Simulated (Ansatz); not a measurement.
An input meant for TiOCl2 (TiCl₂O) (charge 0, singlet).

```yaml
crystal:
  periodic: [false, false, false]
  atoms:
    - {symbol: Ti, position_ang: [0.072248, -0.001813, 0.252402]}
    - {symbol: O, position_ang: [1.659518, -0.022942, 0.093636]}
    - {symbol: Cl, position_ang: [-0.838993, 1.982548, -0.166599]}
    - {symbol: Cl, position_ang: [-0.892783, -1.957782, -0.179449]}
basis:
  gaussian: {orbitals: pcseg-2}
magnetization: {spin_polarized: true, initial_magnetization: 1}
hamiltonian: {xc: {name: PBE0}, pseudopotentials: {relativity: scalar}}
output: {forces: true}
```

```sh
$ ansatz run in.yaml --threads 4 --pin off --events-out ev --progress --plain --max-ram 3916MiB
```

Output, abridged:

```
Error: a molecule whose nuclei and cores have a total charge of 64 cannot have a net charge of 0 together with 1 unpaired electrons
```

(1) What is wrong with this run?

Results:

(1) The number of unpaired electrons doesn't fit the electron count. The input was rejected before any iteration.
